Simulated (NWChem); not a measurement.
# CH3Li in NWChem

SMILES: [Li][CH3]
```xyz
5

Li     0.9287    -1.2907     0.0000
C     -0.2231     0.3101     0.0000
H     -0.8949     0.3739     0.8799
H     -0.8949     0.3739    -0.8799
H      0.3422     1.2640     0.0000
```
Charge 0, spin multiplicity 1.

All runs are NWChem calculations. All single points use one geometry, from PBE0/def2-SVP, a minimum by its harmonic frequencies.

Symmetry labels belong to the abelian group Cs used in the runs, with the axes of the coordinates shown; states degenerate in a higher group split over its labels.

The structure started from a generated list of species.

### Question
List the lowest 6 singlet excitations that TDA-CAM-B3LYP/aug-cc-pVDZ gives, with oscillator strengths.

### Answer
```tsv
state	symmetry	energy (eV)	wavelength (nm)	f
1	a'	3.15	393	0.094
2	a"	4.37	284	0.086
3	a'	4.37	284	0.086
4	a'	4.82	257	0.022
5	a'	5.38	230	0.012
6	a"	5.87	211	0.036
```
